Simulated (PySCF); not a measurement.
Li (lithium, neutral): PBE calculation

Configuration: [He] 2s1, 2S determinant. Computed with PySCF 2.14 in jorge-DZP-DKH, with scalar relativity by spin-free X2C-1e.

```json
{
 "Total energy": "-7.4612 hartree",
 "One-electron energy": "-9.7119 hartree",
 "Hartree (Coulomb) energy": "4.0513 hartree",
 "Exchange-correlation energy": "-1.8006 hartree",
 "⟨S²⟩": "0.7500",
 "⟨L²⟩": "0.000",
 "Sum of ⟨r⟩": "4.941 bohr",
 "Sum of ⟨r²⟩": "17.78 bohr²",
 "Langevin diamagnetic susceptibility": "-14.1 ×10⁻⁶ cm³/mol",
 "Time after the integrals": "0.03 s of wall time on 1 thread of Neoverse-V1 (shared host)"
}
```

```tsv
shell	electrons	mean orbital energy (eV)	rms radius, mean of both spins (bohr)
1s α	1	-51.726	0.680
1s β	1	-51.505	0.680
2s α	1	-3.222	4.11
```
